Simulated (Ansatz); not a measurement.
`O[SiH2]CBS` + `O[SiH2]F` → `F[SiH2]OBS` + `C[SiH2]O`  (ligand exchange at a B–C bond)

Gas-phase electronic energies from Ansatz, PBE0-D4/def2-TZVP geometries. CBS: MP2 limit from def2 TZ/QZ plus the TZ coupled-cluster correction, frozen cores. This one scheme is used for every species. DFT in def2-TZVPP. One conformer a species, not always the lowest.

| level | ΔE (kJ/mol) |
| --- | --- |
| PBE0-D4 | -93.7 |
| ωB97M-V | -98.3 |
| HF/def2-TZVPP | -117.4 |
| MP2/def2-TZVPP | -94.8 |
| SCS-MP2/def2-TZVPP | -99.6 |
| CCSD(T)/def2-TZVPP | -97.4 |
| MP2/def2-QZVPP | -95.0 |
| SCS-MP2/def2-QZVPP | -99.8 |

Task: What does CCSD(T)/CBS give? (Best estimate.)

Result: Ansatz gave: -97.1 kJ/mol. The listed levels differ from it by 3.4, -1.2, -20.3, 2.3, -2.5, -0.3, 2.1, -2.7 kJ/mol.

Largest T1 diagnostic among the species: 0.013.

In def2-TZVPP, CCSD(T) changes the Hartree–Fock value by +20.0 kJ/mol (the triples alone add +2.4 kJ/mol) and MP2 by +22.5 kJ/mol.
